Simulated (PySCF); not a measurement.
## Removing the step error of a finite difference

System: CH7BO4Si, singlet, at a GFN2-xTB geometry, atoms displaced at random by about 0.03 Å a coordinate. Level: B3LYP/STO-3G, gradient (PySCF). Sums are taken with unrounded values, so a last digit can differ.

Central differences of the energy along x of atom 6 gave a gradient component of 0.058065 Eh/bohr at step 0.05 and 0.073098 Eh/bohr at step 0.2 (atomic units).

Q: Extrapolate to zero step.

A: The leading error of a symmetric difference goes as h², so A(h) = A0 + c h². Then c = (0.073098 - (0.058065))/(0.2² - 0.05²) = 0.401 (atomic units) and A0 = 0.058065 - c × 0.05² = 0.057062 Eh/bohr. The analytic value from the same program and level (with grid response) is 0.057079 Eh/bohr: the smaller step missed it by 0.000985, the extrapolation by -0.000017.
